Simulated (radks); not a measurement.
Q: The mean radii <r> (bohr) of the occupied orbitals of an atom or ion are listed with their occupations. Calculated with a radial shooting solver on a logarithmic mesh with Libxc functionals: non-relativistic Kohn-Sham, PBEsol, spin-unpolarised, spherical densities, point nucleus.

| orbital | occ. | <r> |
|---|---|---|
| 1s | 2 | 0.02574 |
| 2s | 2 | 0.1101 |
| 2p | 6 | 0.09353 |
| 3s | 2 | 0.2875 |
| 3p | 6 | 0.2773 |
| 3d | 10 | 0.2482 |
| 4s | 2 | 0.6545 |
| 4p | 6 | 0.6740 |
| 4d | 10 | 0.7260 |
| 5s | 2 | 1.584 |
| 5p | 6 | 1.782 |
| 4f | 3 | 1.065 |

Name the element and its charge.

A: Z = 59, praseodymium, charge +2: Pr2+ in [Xe] 4f3. The 1s radius gives Z: for a bare nucleus <r> = 1.5/Z, 0.02542 bohr for Z = 59, and screening makes it slightly larger (0.02574 here). The occupations add up to 57, and the charge is Z minus that.
